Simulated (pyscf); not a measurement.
# Routes from H₂Si=AsH + AsH₃

Candidate steps break at most two bonds and form at most two. Each was searched with GFN2-xTB (tblite) first. Structures and frequencies: ωB97X-D3(BJ)/def2-SVP in PySCF. Energies: ωB97M-D3(BJ)/def2-TZVP, kJ/mol, from the separated reactants, singlet surface; ΔG‡ with ideal gas, 1 atm, RRHO with modes under 100 cm⁻¹ raised to 100, one conformer, R ln 2 for chiral ones without a mode under 150 cm⁻¹.

```csv
products,type,ΔE‡,ΔE,ΔG‡ 298 K,ΔG‡ 900 K,ν‡ (cm⁻¹)
H₃Si–AsH–AsH₂,addition across a multiple bond or ene-type step,93.7,-160.7,134.2,222.2,1232i
H₂As–SiH₂–AsH₂,addition across a multiple bond or ene-type step,98.3,-159.1,139.6,223.1,1224i
```

Plain bond fissions and candidates not yet searched are not listed, and one of them may be faster. Each barrier is that of the saddle found; lower ones may exist. Elements up to Kr have no core potential and no relativistic terms here.
